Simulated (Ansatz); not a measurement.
Species: CH5InO2, SMILES `[CH3][In]([OH])[OH]` (O–In–O–H torsion 180°, O–In–O–H torsion -180°) (charge 0, multiplicity 1).

Task: Give a relaxed geometry from B3LYP-D3(BJ)/def2-TZVP (Ansatz, a program for electronic structure).

Result: This is not unique; one that fits is the end point of this relaxation, one of several conformers (outside a Z-matrix the atoms follow the SMILES, hydrogens last).
Z-matrix (Å, degrees):
```
In
O 1 1.9981
H 2 0.9625 1 113.17
O 1 1.9983 2 105.95 3 180.00
H 4 0.9625 1 113.18 2 -179.99
C 1 2.1604 2 127.12 3 -0.16
H 6 1.0876 1 109.81 2 19.65
H 6 1.0881 7 109.95 1 -120.49
H 6 1.0889 7 109.55 8 -120.18
```
